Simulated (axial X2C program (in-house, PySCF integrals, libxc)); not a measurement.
Potential curves of BeSe⁻, two-component

Calculated with an axial X2C code built on PySCF integrals. Two-component (2c) means X2C with spin–orbit coupling and atomic mean-field two-electron Coulomb and Gaunt terms. Basis: Se dyall-acv3z [9s10p7d5f1g], Be dyall-av3z [9s9p4d2f] (cores contracted in-house); Gaussian nuclei, density fitting, unrestricted open shells. Masses: Se 79.917 u, Be 9.012 u.

State: Ω = 1/2 (⟨Sz⟩ = 0.50, ⟨Lz⟩ = 0.00 at PBE0). Energies in eV from the fragments at the same level (Se- + Be). Fits are polynomials in 1 − R0/R over 0.85 to 1.23 times the lowest point R0.

```
 R (Å)     PBE0      PBE  CCSD(T)
1.6878  -2.5957  -2.6349         
1.7654  -3.0362  -3.0855  -2.5478
1.8236  -3.2281  -3.2865  -2.7619
1.8818  -3.3282  -3.3969  -2.8805
1.9400  -3.3555  -3.4355  -2.9233
2.0079  -3.3161  -3.4104  -2.8989
2.0758  -3.2190  -3.3283  -2.8142
2.1631  -3.0339  -3.1632  -2.6428
2.2698  -2.7500  -2.9039         
2.4250  -2.2879  -2.4740
```

Correlated methods: 9 electrons correlated (number of frozen shells: Se 3 s, 2 p, 1 d; Be 1 s), 255 virtual spin orbitals or spinors in MP2, 90 natural virtuals in coupled cluster.

One determinant describes the state; a PBE0 search over occupations chose it and may have missed a lower one. Dissociation energies refer to the lowest single-determinant-based atoms at the same level and basis. Density functionals use the spin component along the axis (collinear). CCSD and (T) use frozen natural virtuals with an MP2 correction for the truncation; (T) itself is uncorrected, so its De runs slightly low. Without a current term, density functionals place determinants with orbital angular momentum somewhat too high. The highest occupied level of some functionals is positive through self-interaction error; at Hartree–Fock it is bound. Coupled cluster ran on the points near the minimum only. MP2 and coupled cluster on one determinant become unreliable at the stretched end.

Q: What are Re, ωe and De at the PBE0 level?

A: At PBE0, 2c: Re = 1.936 Å, ωe ≈ 756 cm⁻¹, De = 3.36 eV to Se- + Be; Be follows as 0.555 cm⁻¹.

Q: Fit the PBE curve near its minimum: give the equilibrium distance, the harmonic wavenumber and the well depth.

A: At PBE, 2c: Re = 1.949 Å, ωe ≈ 732 cm⁻¹, De = 3.44 eV to Se- + Be; Be follows as 0.548 cm⁻¹.

Q: What are Re, ωe and De at the CCSD(T) level?

A: At CCSD(T), 2c: Re = 1.951 Å, ωe ≈ 750 cm⁻¹, De = 2.92 eV to Se- + Be; Be follows as 0.547 cm⁻¹.
